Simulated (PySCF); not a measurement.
C3H5BO. Atoms are numbered in the order given.

```xyz
10

O     -0.1535    -1.8991     0.0000
B     -0.0691    -0.5527     0.0000
C     -1.1146     0.5979     0.0000
C     -0.0821     1.4774     0.0000
C      1.1282     0.5395     0.0000
H      0.7103    -2.3315     0.0000
H     -2.1883     0.7975     0.0000
H     -0.0846     2.5772     0.0000
H      1.7736     0.6120    -0.8938
H      1.7736     0.6120     0.8938
```

The structure is a stationary point at B3LYP-D3(BJ)/def2-SVP. This is a generated structure with no PubChem entry under its InChIKey; it may be hypothetical. The values are those of a single conformer.

Method: B3LYP-D3(BJ)/def2-SVP (PySCF).

No scaling factor is applied to the harmonic values.

| mode | ν (cm⁻¹) | IR (km/mol) | moving atoms (share of kinetic energy) |
|---|---|---|---|
| 1 | 100 | 2.0 | C 43 %, H 32 %, B 13 %, O 12 % |
| 2 | 367 | 8.2 | C 35 %, H 26 %, O 26 %, B 13 % |
| 3 | 464 | 0.3 | H 54 %, B 34 % |
| 4 | 588 | 106.8 | H 90 %, O 8 % |
| 5 | 598 | 1.5 | O 43 %, C 37 %, B 11 %, H 9 % |
| 6 | 757 | 63.6 | H 71 %, B 15 %, C 14 % |
| 7 | 792 | 25.4 | C 51 %, H 38 %, B 9 % |
| 8 | 909 | 74.3 | H 58 %, C 23 %, B 18 % |
| 9 | 913 | 4.1 | H 55 %, C 25 %, B 19 % |
| 10 | 960 | 6.5 | C 59 %, H 38 % |
| 11 | 1003 | 0.6 | H 80 %, C 20 % |
| 12 | 1050 | 0.8 | H 73 %, C 25 % |
| 13 | 1100 | 7.4 | H 76 %, C 23 % |
| 14 | 1136 | 100.8 | H 54 %, B 30 %, O 11 % |
| 15 | 1158 | 24.6 | H 52 %, C 43 % |
| 16 | 1310 | 2.6 | H 48 %, C 39 %, B 9 % |
| 17 | 1424 | 33.7 | H 80 %, C 12 % |
| 18 | 1492 | 416.2 | B 63 %, O 16 %, H 11 %, C 10 % |
| 19 | 1588 | 10.2 | C 87 %, H 11 % |
| 20 | 3021 | 31.0 | H 95 % |
| 21 | 3064 | 21.5 | H 90 %, C 10 % |
| 22 | 3113 | 29.5 | H 92 %, C 8 % |
| 23 | 3206 | 8.3 | H 91 %, C 9 % |
| 24 | 3841 | 80.9 | H 94 % |
